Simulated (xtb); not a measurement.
BiBr2, SMILES [Br][Bi+][Br] (connectivity only; charge and spin as stated), charge +1, multiplicity 1. All values are semi-empirical tight-binding results from xtb (GFN2-xTB unless named), good for trends rather than for accurate numbers. Geometry optimised at GFN2-xTB. The spin state was assumed, not searched. The isomer is the one that the SMILES or the coordinates give; other isomers of the formula were not compared.

Optimised geometry:

```xyz
3

Bi     0.0000     0.0000     0.7919
Br     0.0000    -1.8300    -0.9390
Br     0.0000     1.8300    -0.9390
```
Charge +1, spin multiplicity 1.

For metal compounds this method's bond lengths and energies can be far off.

Computed properties:
```
Quantity                                       Result
-------------------------------------  --------------
point group as xtb finds it                       C2v
orbital gap                                   1.52 eV
zero-point energy                        0.8 kcal/mol
G − E(el) at 298.15 K (modified RRHO)  -19.5 kcal/mol
```

Task: Give the atomic charges and the Wiberg bond orders between heavy atoms. (The exact figures need the calculation; the answer reports its results.)

Result: charges (e) Bi1 0.98, Br2 0.01, Br3 0.01. Bond orders Bi1–Br2 1.28, Bi1–Br3 1.28.
